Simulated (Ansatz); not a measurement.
Start from `C[SiH](N)[SiH2]N` and change one atom or group to get `N[SiH2][SiH2]N`.

Ansatz, PBE0-D4/def2-TZVP geometries, multiplicity 1. Each molecule was computed in one conformer, which needn't be the lowest.

```json
{"property": "size of the dipole moment (PBE/def2-TZVPP) / D", "`C[SiH](N)[SiH2]N`": "1.58"}
{"property": "HOMO–LUMO gap (ωB97M-V/def2-TZVPP) / eV", "`C[SiH](N)[SiH2]N`": "10.76"}
{"property": "HOMO energy (PBE/def2-TZVPP) / eV", "`C[SiH](N)[SiH2]N`": "-5.73"}
{"property": "LUMO energy (PBE/def2-TZVPP) / eV", "`C[SiH](N)[SiH2]N`": "-0.90"}
{"property": "HOMO energy (PBE0/def2-TZVPP) / eV", "`C[SiH](N)[SiH2]N`": "-7.04"}
{"property": "HOMO–LUMO gap (PBE0/def2-TZVPP) / eV", "`C[SiH](N)[SiH2]N`": "6.97"}
```

(1) Give the same properties after the change, and the shifts. (Best estimate.)

## Answers

(1) Computed: 
```
                                      property  `N[SiH2][SiH2]N`  shift
size of the dipole moment (PBE/def2-TZVPP) / D              1.76   0.18
       HOMO–LUMO gap (ωB97M-V/def2-TZVPP) / eV             10.73  -0.03
             HOMO energy (PBE/def2-TZVPP) / eV             -5.86  -0.13
             LUMO energy (PBE/def2-TZVPP) / eV             -1.11  -0.21
            HOMO energy (PBE0/def2-TZVPP) / eV             -7.19  -0.15
          HOMO–LUMO gap (PBE0/def2-TZVPP) / eV              6.90  -0.07
```

With PBE0 the HOMO falls by 0.15 eV and the LUMO falls by 0.21 eV, so the gap narrows by about 0.06 eV. PBE moves the HOMO by -0.13 eV and ωB97M-V by -0.16 eV. Dipoles are sizes alone; their direction can turn.
